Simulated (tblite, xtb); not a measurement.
Ba (SMILES [Ba]), singlet (GFN-xTB shapes and energies of metal compounds can be far from the true ones). Base run: GFN1-xTB (xtb 6.7.1).

The xtb input:
```
$ xtb mol.xyz --gfn 1 --json

# file mol.xyz
1

Ba     0.00000000     0.00000000     0.00000000
```

Programs used: tblite, xtb; a row that names a program was run with it.

The base run was repeated with changes; each row names its change, and settings that it needs were set with it.

```
change                                                         ΔE vs base (mEh)  G_solv (kcal/mol)  SCF cycles
-------------------------------------------------------------  ----------------  -----------------  ----------
base                                                                      0.000                  -           3
alpb = hexane                                                            -2.374              -1.49           3
etemp = 10000                                                           -42.449                  -          15
program = tblite; method = gfn1; option = (--efield, 0,0,0.1)            -0.080                  -           -
file = coord                                                              0.000                  -           3
gbsa = acetonitrile                                                     -50.958             -31.98           3
```

ALPB and GBSA are two models with their own fitted parameters for each solvent, which aren't always the measured dielectric constant.
